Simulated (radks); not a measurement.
The numbers below are computed, except where a source is named.
Polarisability of neutral rhenium, [Xe] 4f14 5d5 6s2, at imaginary frequency. Code: a radial shooting solver on a logarithmic mesh with Libxc functionals. Model: scalar-relativistic Kohn-Sham, LB94 model potential, spin-polarised, spherical densities, finite nucleus; open shells are filled with parallel spins first (spin-orbit coupling, left out, can overturn this in heavy ions); Fermi nuclear charge, rms radius 5.3698 fm. Response by self-consistent Sternheimer equations with the Hartree and adiabatic LDA kernel, the relativistic mass of each level held fixed and spin-orbit coupling left out.

w (hartree),alpha1(iw) (bohr^3)
0.00266,48.34
0.0143,48.20
0.0360,47.39
0.0697,45.00
0.118,40.09
0.186,32.75
0.280,24.51
0.413,17.14
0.605,11.42
0.892,7.282
1.35,4.375
2.12,2.396
3.59,1.132
6.94,0.4260
17.5,0.1034

Static values: alpha1 = 48.35 bohr^3 (7.165 angstrom^3; uncoupled 98.11). C6 = 532.6, triple-dipole C9 = 17830 atomic units. One-pole (London) frequency 4 C6 / (3 alpha1^2) = 0.304 hartree, against 0.326 for minus the highest occupied eigenvalue. Recommended static value: 62 bohr^3 (Schwerdtfeger and Nagle, 2023 table).
